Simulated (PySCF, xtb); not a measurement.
BrFH₂InN, SMILES [NH2][In]([F])[Br]. The values are those of a single conformer.

Harmonic wavenumbers (cm⁻¹) from GFN2-xTB (xtb 6.7.1) at its own minimum, in rising order: 65, 86, 93, 155, 229, 347, 442, 689, 714, 1422, 3330, 3364.

What does PySCF 2.14.0 with PBE0-D3(BJ)/def2-SVP give at its own minimum? (An estimate is asked for; the answer gives what the named calculation found.)

89, 124, 125, 252, 264, 441, 611, 639, 812, 1518, 3567, 3679. Paired by order, the mean absolute difference is 107 cm⁻¹ and the zero-point energies are 15.6 and 17.3 kcal/mol.
